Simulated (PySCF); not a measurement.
Predicted microwave data (PBE0-D3(BJ)/def2-SVP geometry optimisation, gas phase (PySCF)) for one isomer of C3H7NOSi:

| Quantity | Value |
| --- | --- |
| Rotational constants | A = 4154, B = 3019, C = 1853 MHz |
| Dipole components | \|μa\| = 3.23 D, \|μb\| = 1.08 D, \|μc\| = 0.12 D |
| Inertial defect | -16.34 u·Å² |
| κ | 0.01 |

Question: Which structure is it? (One computed conformer of each.)
A. SiHMe2(NCO) (`N([SiH](C)C)=C=O`)
B. `[O:1]=[CH:2][CH2:3]/[CH:4]=[N:5]\[SiH3:6]` with O1–C2–C3–C4 -119°, C2–C3–C4–N5 -88°
C. `[O:1]=[C:2]1[CH2:3][CH2:4][NH:5][SiH2:6]1` with O1–C2–C3–C4 -156°, C2–C3–C4–N5 -35°, C3–C4–N5–Si6 31°, C4–N5–Si6–C2 -14°
D. `[CH3:1][CH2:2][O:3][SiH2:4][C:5]#[N:6]` with C1–C2–O3–Si4 179°, C2–O3–Si4–C5 58°

Answer: C. It is O=C1CCN[SiH2]1, an asymmetric top, point group C1. The candidates at the same level (rigid rotor, commonest isotopes):

```
            SMILES  A (MHz)  B (MHz)  C (MHz)  μa (D)  μb (D)  μc (D)  Δ (u·Å²)  point group                        rotor
      CCO[SiH2]C#N     5411     1514     1248    2.47    1.65    0.91    -22.38           C1               asymmetric top
   O=CC/C=N\[SiH3]     6896     1310     1193    0.91    0.05    1.25    -35.61           C1  near-prolate asymmetric top
[H][Si](C)(C)N=C=O     5223     1492     1257    2.89    0.00    0.30    -33.45           Cs               asymmetric top
    O=C1CCN[SiH2]1     4154     3019     1853    3.23    1.08    0.12    -16.34           C1               asymmetric top
```

`O=CC/C=N\[SiH3]` has A 66 % too high; `CCO[SiH2]C#N` has B 50 % too low; `[H][Si](C)(C)N=C=O` has B 51 % too low. No structure here is proved a minimum.
